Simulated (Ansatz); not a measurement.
One change: `[CH3][GeH]([F])[CH]=O` becomes `[CH3][GeH]([F])[SiH2]F`.

Ansatz, PBE0-D4/def2-TZVP geometries, multiplicity 1. Each molecule was computed in one conformer, which needn't be the lowest.

Scalar relativity is left out up to krypton.

```
                                        property  `[CH3][GeH]([F])[CH]=O`
           LUMO energy (ωB97M-V/def2-TZVPP) / eV                     0.53
            HOMO–LUMO gap (PBE0/def2-TZVPP) / eV                     5.45
             LUMO energy (B3LYP/def2-TZVPP) / eV                    -2.02
              HOMO energy (PBE0/def2-TZVPP) / eV                    -7.20
         HOMO–LUMO gap (ωB97M-V/def2-TZVPP) / eV                     9.99
size of the dipole moment (B3LYP/def2-TZVPP) / D                     1.21
```

Q: What does the change do to each property? (Estimate.)

A: Computed: 
| property | `[CH3][GeH]([F])[SiH2]F` | shift |
| --- | --- | --- |
| LUMO energy (ωB97M-V/def2-TZVPP) / eV | 1.00 | 0.47 |
| HOMO–LUMO gap (PBE0/def2-TZVPP) / eV | 7.42 | 1.97 |
| LUMO energy (B3LYP/def2-TZVPP) / eV | -0.95 | 1.07 |
| HOMO energy (PBE0/def2-TZVPP) / eV | -8.17 | -0.97 |
| HOMO–LUMO gap (ωB97M-V/def2-TZVPP) / eV | 11.22 | 1.23 |
| size of the dipole moment (B3LYP/def2-TZVPP) / D | 2.45 | 1.24 |

With PBE0 the HOMO falls by 0.97 eV and the LUMO rises by 1.00 eV, so the gap widens by about 1.97 eV. PBE moves the HOMO by -1.16 eV and ωB97M-V by -0.77 eV. Dipoles are sizes alone; their direction can turn.

B3LYP here is the variant with VWN-RPA as its local correlation; programs differ in this.
